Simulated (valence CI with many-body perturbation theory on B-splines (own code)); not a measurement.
**Xe²¹⁺: E2, E3, M1, M2 decay**

Method: valence CI with perturbative core correlation (CI+MBPT): five valence electrons over a frozen Dirac-Fock core [Ar] 3d10, a basis of 9 s, 9 p, 8 d, 6 f, 3 g, 1 h functions for each j, with the one-electron correlation potential Σ1, the two-electron term Σ2, the three-electron term Σ3, Breit, model QED; selected CI, second order for the rest (own B-spline code, finite nucleus).

No measured levels were compared; by estimate levels hold to about 250 cm⁻¹ or 0.2 % of their energy and the worst to 1 %, as in measured heavy ions of charge 2 to 7; those with d or f electrons hold less well. Among the levels kept, up to 280 cm⁻¹ of a level comes from second order outside the variational space, and about a tenth of that is noise between levels of different J, which matters for small intervals.

Lines 1 to 21 of 21 in falling wavelength, among levels below 1219300 cm⁻¹, chosen from the decays that carry over 1 % of a level's rate. Wavelengths and rates use the calculated energies, so an error of 1000 cm⁻¹ moves a line at 121.3 nm by 1.2 % and its rate by three times that or more. Electric multipoles are in the length gauge, E1 and E2 with the static RPA response of the core. S is in atomic units (e²a₀⁴ for E2 and M2, e²a₀⁶ for E3), for M1 in squared Bohr magnetons. Weak lines are less certain than strong ones. Lines between different terms over intervals too small for the method are left out, as are lines whose strength nearly cancels.

Levels are named by their leading jj configuration (3d3/2^4 stands for four electrons in 3d with j = 3/2), which in mixed levels can hold well under half, so a name can repeat and another be missing. Letters in brackets count levels of one name in rising energy.

| λ vac (nm) | Upper | Lower | Type | A (s⁻¹) | S (a.u.) |
| --- | --- | --- | --- | --- | --- |
| 398.6 | (4s^2 4p1/2 4p3/2^2) J=5/2 | (4s^2 4p1/2 4p3/2^2) J=3/2 | M1 | 8.71e+01 | 1.23e+00 |
| 319.5 | (4s^2 4p1/2 4p3/2 4d5/2) J=9/2 | (4s^2 4p1/2 4p3/2 4d3/2) J=7/2 | M1 | 5.39e+02 | 6.52e+00 |
| 130.8 | (4s^2 4p3/2^2 4d5/2) J=9/2 | (4s^2 4p1/2 4p3/2 4d5/2) J=7/2 [b] | M1 | 5.07e+03 | 4.21e+00 |
| 121.3 | (4s^2 4p1/2 4p3/2 4d5/2) J=7/2 [a] | (4s^2 4p1/2^2 4d5/2) J=5/2 | M1 | 8.29e+03 | 4.39e+00 |
| 94.31 | (4s^2 4p1/2 4p3/2 4d5/2) J=9/2 | (4s^2 4p1/2^2 4d5/2) J=5/2 | E2 | 3.67e+01 | 2.44e-01 |
| 92.64 | (4s^2 4p1/2 4p3/2^2) J=3/2 | (4s^2 4p1/2^2 4p3/2) J=3/2 | M1 | 2.74e+04 | 3.23e+00 |
| 91.44 | (4s^2 4p3/2^3) J=3/2 | (4s^2 4p1/2 4p3/2^2) J=1/2 | M1 | 6.93e+03 | 7.86e-01 |
| 79.07 | (4s^2 4p3/2^2 4d5/2) J=9/2 | (4s^2 4p1/2 4p3/2 4d5/2) J=9/2 | M1 | 1.63e+04 | 2.99e+00 |
| 75.17 | (4s^2 4p1/2 4p3/2^2) J=5/2 | (4s^2 4p1/2^2 4p3/2) J=3/2 | M1 | 5.27e+03 | 4.98e-01 |
| 75.17 | (4s^2 4p1/2 4p3/2^2) J=5/2 | (4s^2 4p1/2^2 4p3/2) J=3/2 | E2 | 2.22e+02 | 2.86e-01 |
| 70.14 | (4s^2 4p3/2^3) J=3/2 | (4s^2 4p1/2 4p3/2^2) J=5/2 | M1 | 1.33e+04 | 6.80e-01 |
| 66.64 | (4s^2 4p3/2^2 4d5/2) J=9/2 | (4s^2 4p1/2 4p3/2 4d5/2) J=7/2 [a] | M1 | 8.97e+03 | 9.84e-01 |
| 63.38 | (4s^2 4p3/2^2 4d5/2) J=9/2 | (4s^2 4p1/2 4p3/2 4d3/2) J=7/2 | M1 | 8.11e+03 | 7.66e-01 |
| 60.15 | (4s^2 4p1/2 4p3/2^2) J=1/2 | (4s^2 4p1/2^2 4p3/2) J=3/2 | M1 | 3.11e+04 | 5.02e-01 |
| 60.15 | (4s^2 4p1/2 4p3/2^2) J=1/2 | (4s^2 4p1/2^2 4p3/2) J=3/2 | E2 | 4.55e+02 | 6.40e-02 |
| 59.64 | (4s^2 4p3/2^3) J=3/2 | (4s^2 4p1/2 4p3/2^2) J=3/2 | M1 | 6.26e+04 | 1.97e+00 |
| 36.28 | (4s^2 4p3/2^3) J=3/2 | (4s^2 4p1/2^2 4p3/2) J=3/2 | M1 | 1.10e+03 | 7.81e-03 |
| 30.48 | (4s^2 4p1/2 4p3/2 4d5/2) J=9/2 | (4s 4p1/2^2 4p3/2^2) J=5/2 | E2 | 2.62e+02 | 6.16e-03 |
| 22.00 | (4s^2 4p3/2^2 4d5/2) J=9/2 | (4s 4p1/2^2 4p3/2^2) J=5/2 | E2 | 1.71e+03 | 7.88e-03 |
| 14.18 | (4s^2 4p1/2 4p3/2 4d5/2) J=9/2 | (4s^2 4p1/2 4p3/2^2) J=5/2 | M2 | 6.77e+02 | 3.47e-04 |
| 11.93 | (4s^2 4p1/2 4p3/2 4d5/2) J=9/2 | (4s^2 4p1/2^2 4p3/2) J=3/2 | E3 | 2.37e+01 | 2.60e-01 |
